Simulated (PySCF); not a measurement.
C3H8GeSi, SMILES C#C[CH2][GeH2][SiH3].

Coordinates come from a r2SCAN-D4/def2-SVP optimisation. The structure was generated by enumeration, and PubChem lists no compound with its InChIKey, so it may never have been made. Other conformers were not sampled.

Level of theory: PBE/def2-TZVP run with PySCF.

Gas-phase values at a fixed geometry.

Question: Estimate the frontier levels, gap, dipole moment and polarisability. (An estimate is asked for; the answer gives what the named calculation found.)

Answer: 
The highest occupied level is -6.21 eV, the lowest empty level is -0.71 eV and the orbital gap is 5.50 eV. The dipole moment is 0.60 D, the quadrupole, principal values (traceless, Buckingham form, about the centre of nuclear charge) is -2.82, -1.86, 4.68 D·Å and the mean static polarisability is 97.5 bohr³ (14.45 Å³). The polarisability, principal values comes out as 77.8, 101.2, 113.6 bohr³.
